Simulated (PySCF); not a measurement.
**Indium: highly charged ions in a basis for the neutral atom**

In⁸⁺ [Kr] 4d5, In⁹⁺ [Kr] 4d4. All numbers are calculated (PySCF 2.14, scalar relativity through the core potential, in cc-pVTZ-PP with ECP28MDF (5s4p3d1f, 39 functions)). No spin-orbit coupling, so a gap to NIST mixes the basis error with missing relativistic terms.

Changed run: basis of the neutral atom used for a highly charged ion. This setting is unsound on purpose.

```
species  method  sound run (hartree)  changed run (hartree)  converged
   In⁸⁺     UHF              not run             -170.35896        yes
   In⁸⁺   M06-L              not run             -171.02115        yes
   In⁸⁺    TPSS              not run             -170.81873        yes
   In⁹⁺     UHF              not run             -164.43635        yes
   In⁹⁺   M06-L              not run             -165.06851        yes
   In⁹⁺    TPSS              not run             -164.90060        yes
```

Ionisation energy of In⁸⁺:

| method | changed run (eV) | NIST (eV) |
| --- | --- | --- |
| UHF | 161.16 | 156 ± 2.2 |
| M06-L | 161.98 | 156 ± 2.2 |
| TPSS | 161.04 | 156 ± 2.2 |

The contracted functions were made for the neutral atom and can be too rigid for a highly charged ion.
